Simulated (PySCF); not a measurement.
**Telling isomers of C7H9FO apart by NMR**

[PySCF 2.14: σ from GIAO-PBE0/pcSseg-1; geometry from GFN2-xTB; non-relativistic; a single conformation; no solvent; one averaged value for each set of equivalent atoms]

Referencing at the same level of theory: 1H (σref 31.72) and 13C (σref 186.93) vs TMS. Splittings of carbon signals by F and P are missing where no couplings were computed. Where no couplings were computed, multiplicities follow the n + 1 count of equivalent neighbours, and m marks all less simple cases (inequivalent or close neighbours, rings, F or P nearby). Shifts are as computed. Against solution values, carbons near 30 ppm lie about +3 ppm off and those near 130 ppm about +5 ppm. Of 1211 compounds with measured shifts, 218 miss one by over three times the rms of a fit or turn the order of signals round; such compounds aren't used in these exercises.

(1) Tabulate the signals of `C=C[C@H]1CCC(F)=CO1`, `CC1=C[C@@]12COC[C@@H]2F` and their relative energies.

(2) What is the quickest way to tell C=C[C@H]1CCC(F)=CO1 from CC1=C[C@@]12COC[C@@H]2F?

Answers

(1) 
| SMILES | carbon types | δC | δH | E rel. (kcal/mol) |
| --- | --- | --- | --- | --- |
| C=C[C@H]1CCC(F)=CO1 | 1×C 3×CH 3×CH2 | 155.5, 147.2, 136.0, 120.9, 78.0, 32.0, 23.3 | 6.87 (m, 1H), 6.63 (m, 1H), 5.47 (m, 1H), 5.42 (m, 1H), 4.63 (m, 1H), 2.58 (m, 1H), 2.24 (m, 1H), 2.05 (m, 1H), 1.64 (m, 1H) | 0.0 |
| CC1=C[C@@]12COC[C@@H]2F | 2×C 2×CH 2×CH2 1×CH3 | 131.0, 106.1, 98.0, 78.7, 75.4, 37.4, 11.0 | 6.60 (m, 1H), 4.63 (m, 1H), 4.53 (m, 1H), 4.06 (m, 1H), 3.83 (m, 1H), 3.28 (m, 1H), 2.36 (s, 3H) | 26.3 |

Energies are electronic energies at PBE0/pcSseg-1 on these geometries, without zero-point or thermal terms, each for the one conformer computed, which needn't be the lowest.

(2) Both give the same number of carbon signals, but DEPT or the intensities differ. The first has an allylic sp3 CH2 at 23.3 ppm, the second a three-membered-ring carbon (C) at 37.4 ppm. Their most deshielded carbons lie at 155.5 and 131.0 ppm.
